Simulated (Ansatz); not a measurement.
## Molecular dynamics of F$_{3}$H$_{4}$NSTi

Input file:

```yaml
crystal:
  periodic: [false, false, false]
  atoms:
    - { symbol: Ti, position_ang: [-0.145658, -0.109409, 0.1085] }
    - { symbol: "N", position_ang: [-0.300631, -0.15429, 2.118538] }
    - { symbol: H, position_ang: [-0.031244, -1.035192, 2.565321] }
    - { symbol: H, position_ang: [0.180695, 0.605805, 2.608046] }
    - { symbol: F, position_ang: [1.470576, -0.779138, 0.081704] }
    - { symbol: F, position_ang: [0.121862, 1.439769, -0.627041] }
    - { symbol: F, position_ang: [-0.987772, -1.356998, -0.769355] }
    - { symbol: S, position_ang: [-2.690776, 0.770108, 0.864661] }
    - { symbol: H, position_ang: [-3.203617, -0.46233, 0.642823] }
    - { symbol: H, position_ang: [-1.639434, 0.230974, 1.898402] }
basis:
  gaussian: { orbitals: def2-SVP }
hamiltonian:
  xc: b3lyp
  dispersion: d4
md:
  timestep: 0.5
  n_steps: 200
  ensemble: nve
  temperature: 300.0
  initial_velocities: maxwell_boltzmann
  seed: 5573
```

Launched with:

```bash
$ ansatz run input.yaml --threads 4 --pin off --max-ram 5120MiB --backend cpu --events-out ev --progress --plain --runs-dir out
```

It starts at the highest image of a converged band, a first-order saddle point between two minima.

Output, in part (step lines, the closing report, with atoms numbered from 0):

```
md step     0: t =     0.00 fs  T =   300.0 K  F+E_penalty+E_count = -43650.25292592 eV  E_kin = 0.310224 eV  conserved = -43649.94270192 eV  (31 SCF iters)
[... lines left out ...]
Total energy: -43650.45785856 eV, -1604.1247389589 hartree
Atom 0 at     0.228372    -0.221645     0.150233 Å, force     0.522841    -0.805269     0.664991 eV/Å
Atom 1 at    -0.050107    -0.315954     1.988124 Å, force     1.597394    -0.233334     0.902789 eV/Å
Atom 2 at     0.690793    -0.388007     2.750483 Å, force    -1.280083     0.108047    -1.254316 eV/Å
Atom 3 at    -0.989218    -0.502584     2.342011 Å, force     0.076177     0.190232     0.057051 eV/Å
Atom 4 at     1.804563    -0.933966    -0.318273 Å, force    -0.817877     0.709542     0.296129 eV/Å
Atom 5 at    -0.178763     1.384465    -0.391286 Å, force     0.294988     0.375978    -0.303512 eV/Å
Atom 6 at    -1.067778    -1.217625    -0.426055 Å, force    -0.333813    -0.322399    -0.402861 eV/Å
Atom 7 at    -3.245262     1.043104     0.775903 Å, force     0.869889     0.615666    -1.346633 eV/Å
Atom 8 at    -3.228380    -0.132910     0.094700 Å, force    -0.078508     0.108118     0.235279 eV/Å
Atom 9 at    -3.894769     0.589822     1.805649 Å, force    -0.851007    -0.746581     1.151083 eV/Å
Dipole moment:    -0.129535    -0.214447     0.593963 e Å
```

The steps, from the saved trajectory:

```csv
time (fs),T (K),potential energy less start (eV),conserved less start (meV/atom)
0,300,0.000,0.00
3,183,0.124,0.26
6,247,0.055,0.05
9,250,0.053,0.04
12,179,0.128,0.27
15,322,-0.023,-0.01
18,261,0.042,0.19
21,291,0.011,0.19
24,347,-0.048,0.07
27,272,0.031,0.28
30,306,-0.004,0.13
33,293,0.009,0.17
36,309,-0.007,0.25
39,409,-0.112,0.06
42,381,-0.082,0.20
45,398,-0.100,0.18
48,479,-0.186,0.00
51,399,-0.100,0.26
54,536,-0.244,0.05
57,552,-0.260,0.08
60,554,-0.261,0.19
63,623,-0.334,0.06
66,645,-0.356,0.08
69,567,-0.274,0.22
72,650,-0.361,0.02
75,571,-0.278,0.21
78,631,-0.341,0.11
81,634,-0.344,0.12
84,642,-0.352,0.16
87,614,-0.323,0.12
90,580,-0.289,0.12
93,511,-0.216,0.19
96,551,-0.258,0.07
99,488,-0.192,0.20
```

The run went to its last step. The conserved energy stayed within 0.31 meV per atom of its start (net change 0.16 meV per atom), so the integration is sound. The kinetic energy rose, since the run started high on the potential surface and went downhill. It ends in pieces (F3H2NTi + H2S), so much of that is their flight and rotation, not heat. A run of 0.1 ps of so small a system gives no equilibrium averages. The orbitals stay closed-shell, which can raise the energy where a bond breaks towards radicals; this wasn't checked here.

Between its relaxed ends the band would form Ti1–S8, N2–H10 and break S8–H10. These pairs go: Ti1–S8 2.80 → 3.75 Å, N2–H10 1.41 → 3.95 Å, S8–H10 1.57 → 1.30 Å. In the last frame they stand as before the step (other bonds may differ from the relaxed reactants and products). Also parted: Ti1–H10 2.36 → 4.52 Å. It ends as F3H2NTi + H2S. Pairs count as bonded within 1.25 times the sum of covalent radii (0.12 Å more for H–H).

Last frame:

```xyz
10
Properties=species:S:1:pos:R:3
Ti 0.228 -0.222 0.150
N -0.050 -0.316 1.988
H 0.691 -0.388 2.751
H -0.989 -0.503 2.342
F 1.805 -0.934 -0.318
F -0.179 1.385 -0.391
F -1.068 -1.218 -0.426
S -3.245 1.043 0.776
H -3.228 -0.133 0.095
H -3.895 0.590 1.806
```

Run time: 8.8 min on 4 threads of Arm Neoverse V2, on a shared host, peak memory 0.35 GiB.
